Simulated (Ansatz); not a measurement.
C2H5ClSi (SMILES ClC1C[SiH2]1): the energy, rung by rung

The species is C2H5ClSi (9 atoms), meant as a singlet with charge 0. SMILES: `ClC1C[SiH2]1`. The shape was relaxed beforehand at PBE0/def2-SVP.

Each level gives the adiabatic electron affinity (to the doublet anion, shapes relaxed at PBE0/def2-SVP, no zero-point term) (eV). The values are calculated.

The electron affinity is E(neutral) − E(anion): positive where the electron is bound.

```json
{"level": "HF/def2-SVP", "kind": "Hartree–Fock", "program": "Ansatz", "value (eV)": "-1.44", "CPU time (all runs)": "2.6 s"}
{"level": "PBE/def2-SVP", "kind": "GGA", "program": "Ansatz", "value (eV)": "-0.60", "CPU time (all runs)": "4.5 s"}
{"level": "B3LYP/def2-SVP", "kind": "global hybrid", "program": "Ansatz", "value (eV)": "-0.65", "CPU time (all runs)": "6.1 s"}
{"level": "wB97M-V/def2-SVP", "kind": "range-separated hybrid", "program": "Ansatz", "value (eV)": "-0.93", "CPU time (all runs)": "22 s"}
{"level": "MP2/def2-SVP", "kind": "perturbation theory", "program": "Ansatz", "value (eV)": "-1.31", "CPU time (all runs)": "2.9 s"}
```

The values span -1.44 to -0.60 eV. Negative values mean that the anion is unbound at that level; they are set by how diffuse the basis is and aren't properties of the molecule. Times are those of the runs behind each value, whatever else they computed, on shared processors of several kinds: orders of magnitude only.
